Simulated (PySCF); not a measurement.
Ionisation energy of Sn²⁺ by level of theory

Sn²⁺ [Kr] 4d10 5s2 (1S) → Sn³⁺ [Kr] 4d10 5s1 (2S), as a difference of total energies. Calculation: PySCF 2.14, in aug-cc-pwCVTZ-PP with ECP28MDF (8s7p6d4f1g, 96 functions); scalar relativity through the core potential. Correlated levels: valence: 4s2 4p6 4d10 frozen; valence and next inner shell: nothing frozen outside the core potential. The calculations carry no spin-orbit coupling.

```tsv
method	ionisation energy (eV)
UHF	28.533
LDA	31.283
PBE	30.799
PBE0	30.425
r2SCAN	30.467
B3LYP	30.838
wB97X	30.564
BHandHLYP	30.279
TPSS	30.468
MP2 (valence)	29.234
SCS-MP2 (valence)	29.374
MP2 (valence and next inner shell)	30.624
SCS-MP2 (valence and next inner shell)	30.514
```

Problem. How much does correlation contribute at MP2 (valence and next inner shell)?

Solution. 30.624 − (28.533) = 2.091 eV, measured against UHF.

Errors of the correlated levels include the incompleteness of this basis and the frozen core.

For comparison: 30.506 eV (measured; NIST Atomic Spectra Database, ionization energies).
